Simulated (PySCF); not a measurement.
SeHBr, SMILES Br[SeH].

Geometry: B3LYP-D3(BJ)/def2-TZVP.

The numbers are results of PySCF with PBE/def2-TZVPD, not measurements.

Symmetry labels are those of the subgroup Cs that the program uses (full group Cs).

Computed valence orbital energies around the gap with their symmetry:
| orbital | symmetry | energy (eV) |
|---|---|---|
| HOMO−7 | A' | -54.56 |
| HOMO−6 | A' | -20.22 |
| HOMO−5 | A' | -17.25 |
| HOMO−4 | A' | -10.65 |
| HOMO−3 | A' | -9.44 |
| HOMO−2 | A" | -8.07 |
| HOMO−1 | A' | -7.33 |
| HOMO | A" | -5.86 |
| LUMO | A' | -3.70 |
| LUMO+1 | A' | -1.25 |
| LUMO+2 | A' | 0.34 |
| LUMO+3 | A' | 0.57 |
